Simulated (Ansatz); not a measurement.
## Ansatz (development build ahead of 0.2.0) run

```yaml
crystal:
  periodic: [false, false, false]
  atoms:
    - { symbol: Li, position_ang: [4.0544, 0.0, 0.0] }
    - { symbol: Li, position_ang: [2.86689, 2.86403, 0.0] }
    - { symbol: Li, position_ang: [0.0, 4.05035, 0.0] }
    - { symbol: Li, position_ang: [-2.86689, 2.86403, 0.0] }
    - { symbol: Li, position_ang: [-4.0544, 0.0, 0.0] }
    - { symbol: Li, position_ang: [-2.86689, -2.86403, 0.0] }
    - { symbol: Li, position_ang: [0.0, -4.05035, 0.0] }
    - { symbol: Li, position_ang: [2.86689, -2.86403, 0.0] }
    - { symbol: H, position_ang: [4.20817, 1.74134, 0.0] }
    - { symbol: H, position_ang: [1.74308, 4.20397, 0.0] }
    - { symbol: H, position_ang: [-1.74308, 4.20397, 0.0] }
    - { symbol: H, position_ang: [-4.20817, 1.74134, 0.0] }
    - { symbol: H, position_ang: [-4.20817, -1.74134, 0.0] }
    - { symbol: H, position_ang: [-1.74308, -4.20397, 0.0] }
    - { symbol: H, position_ang: [1.74308, -4.20397, 0.0] }
    - { symbol: H, position_ang: [4.20817, -1.74134, 0.0] }
basis:
  gaussian: { orbitals: def2-SVP }
hamiltonian:
  xc: hf
```

The input is written out in the form of the current development build from the run's settings.

The run gave:

| Property | Result |
| --- | --- |
| Converged | yes |
| Total energy | -64.26615 hartree |
| Spin squared of the determinant | 0.000 |
